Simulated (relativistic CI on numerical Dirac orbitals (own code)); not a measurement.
What each ingredient does to the levels of Gd XXXVI

Base calculation: Dirac-Coulomb-Breit CI, separate exchange-only KLI orbitals for each configuration, model QED, unscaled Slater integrals.

CI space (outside the closed core [Ar]): 3d10 4s, 3d10 4p, 3d10 4d, 3d10 4f, 3d10 5s, 3d10 5p, 3d10 5d, 3d10 5f, 3d10 5g, 3d9 4p2, 3d10 6s, 3d10 6p, 3d10 6d, 3d8 4s 4p2, 3d9 4s2, 3d9 4p 4d. Levels of other configurations are missing.

Variants: (1) configuration mixing switched off; (2) non-relativistic limit. Shifts of the energy above 3d10 4s 2S_1/2, in eV, for the lowest level and the first level of each name with at least 55 % of one term (blank where a level changes its place among those of its configuration and J or its character, or is not in the variant):

```csv
Level,Base,Δ(1),Δ(2)
3d10 4s 2S_1/2,0.00,0.00,0.00
3d10 4p 2P°_1/2,74.35,0.00,-6.94
3d10 4p 2P°_3/2,120.97,-0.02,-53.56
3d10 4d 2D_3/2,238.99,-0.03,-56.91
3d10 4d 2D_5/2,248.72,-0.04,-66.64
3d10 4f 2F°_5/2,375.27,-0.03,-65.90
3d10 4f 2F°_7/2,377.27,-0.03,-67.90
3d10 5s 2S_1/2,621.89,-0.06,-34.92
3d10 5p 2P°_1/2,657.45,0.00,-37.84
3d10 5p 2P°_3/2,679.01,0.00,-59.40
3d10 5d 2D_3/2,734.61,-0.06,-60.87
3d10 5d 2D_5/2,739.26,-0.06,-65.52
3d10 5f 2F°_5/2,794.93,-0.06,-65.23
3d10 5f 2F°_7/2,796.15,-0.06,-66.45
3d10 5g 2G_7/2,822.01,-0.05,-65.26
3d10 5g 2G_9/2,822.48,-0.05,-65.73
3d10 6s 2S_1/2,927.97,-0.06,-48.88
3d10 6p 2P°_1/2,947.58,-0.01,-50.34
3d10 6p 2P°_3/2,959.36,-0.01,-62.12
3d10 6d 2D_3/2,989.96,-0.06,-62.88
3d10 6d 2D_5/2,992.56,-0.06,-65.48
3d9 4s2 2D_5/2,1016.76,+1.76,+83.40
```

At this charge energies of transitions that change n are usually good to better than 1 %, and those within a shell (Δn = 0) to a few per cent.

Ionisation energy from the two ground configurations alone: base 1530.65 eV. The NIST ASD value (semi-empirical) is 1532.3 eV.

LS names give the leading component of a level, which can be under half, so a name can repeat, a term be missing and a line seem to break the LS rules.
